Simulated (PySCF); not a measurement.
**Telling isomers of C₇H₁₁FN₂Si apart by NMR**

PySCF 2.14.0 with density-fitted response routines calculation with geometry from GFN2-xTB and shieldings: GIAO PBE0/pcSseg-1; fast rotation and ring inversion assumed for equivalent nuclei, one conformer, no relativistic terms, no solvent.

Chemical shifts δ = σref − σ; TMS for ¹H (31.72 ppm), ¹³C (186.93 ppm), all at this level. Splittings of carbon signals by F and P are missing where no couplings were computed. Where no couplings were computed, multiplicities follow the n + 1 count of equivalent neighbours, and m marks all less simple cases (inequivalent or close neighbours, rings, F or P nearby). Shifts are as computed. Against solution values, carbons near 30 ppm lie about +3 ppm off and those near 130 ppm about +5 ppm. Of 1211 compounds with measured shifts, 218 miss one by over three times the rms of a fit or turn the order of signals round; such compounds aren't used in these exercises. OH and NH positions are gas-phase values without hydrogen bonding to other molecules.

(1) Tabulate the signals of `C[Si](C)(C)c1cc(F)cnn1`, `CNN([SiH3])c1cccc(F)c1` and their relative energies.

(2) What is the quickest way to tell C[Si](C)(C)c1cc(F)cnn1 from CNN([SiH3])c1cccc(F)c1?

Answers

(1) 
| SMILES | carbon types | δC | δH | E rel. (kcal/mol) |
| --- | --- | --- | --- | --- |
| C[Si](C)(C)c1cc(F)cnn1 | 2×C 2×CH 3×CH3 | 175.2, 171.7, 145.0, 121.0, -1.3 | 9.47 (m, 1H), 7.29 (m, 1H), 0.46 (s, 9H) | 0.0 |
| CNN([SiH3])c1cccc(F)c1 | 2×C 4×CH 1×CH3 | 173.5, 155.2, 136.5, 113.7, 110.2, 102.8, 39.4 | 7.84 (d, 1H), 7.49 (m, 1H), 6.71 (m, 1H), 6.22 (m, 1H), 5.00 (s, 3H), 2.86 (br s, 1H), 2.66 (s, 3H) | 15.6 |

Energies are electronic energies at PBE0/pcSseg-1 on these geometries, without zero-point or thermal terms, each for the one conformer computed, which needn't be the lowest.

(2) Count the carbon signals: 5 against 7. The first has a methyl carbon bonded to Si (CH3) at -1.3 ppm, the second a methyl carbon bonded to N (CH3) at 39.4 ppm. Their most deshielded carbons lie at 175.2 and 173.5 ppm. In the proton spectra the most deshielded non-exchanging signals are 9.47 (m, 1H) and 7.84 (d, 1H).
